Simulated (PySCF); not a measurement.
Radial density of Ag⁺ (silver, charge +1)

B3LYP, [Kr] 4d10, closed-shell 1S. All numbers are calculated (PySCF 2.14, scalar relativity by spin-free X2C-1e, in x2c-SVPall).

```csv
r (bohr),4πr²ρ (e/bohr)
0.0260,59.02
0.0437,51.04
0.0734,68.60
0.124,68.57
0.208,51.62
0.349,54.83
0.588,17.44
0.989,18.31
1.66,5.791
2.80,0.6925
4.71,0.01413
7.91,4.231e-05
```

Densities and radii are taken from the X2C orbitals without a picture-change correction, which distorts them close to the nucleus.
